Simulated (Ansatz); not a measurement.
Harmonic frequencies (cm⁻¹) at PBE0-D4/def2-TZVP from Ansatz: 20, 54, 169, 197, 294, 327, 390, 468, 519, 665, 698, 840, 896, 962, 1000, 1017, 1062, 1124, 1262, 1346, 1358, 1404, 1439, 1450, 1455, 1473, 1487, 1690, 3037, 3040, 3094, 3097, 3122, 3134, 3146, 3228.

Each molecule was computed in one conformer, which needn't be the lowest.

(1) Which molecule is it?
A. `C=C(C)B(C)F`
B. `[SiH3]BS[SiH3]`
C. `BCBCC#C`
D. `C=C(F)SC`

Results:

(1) A.
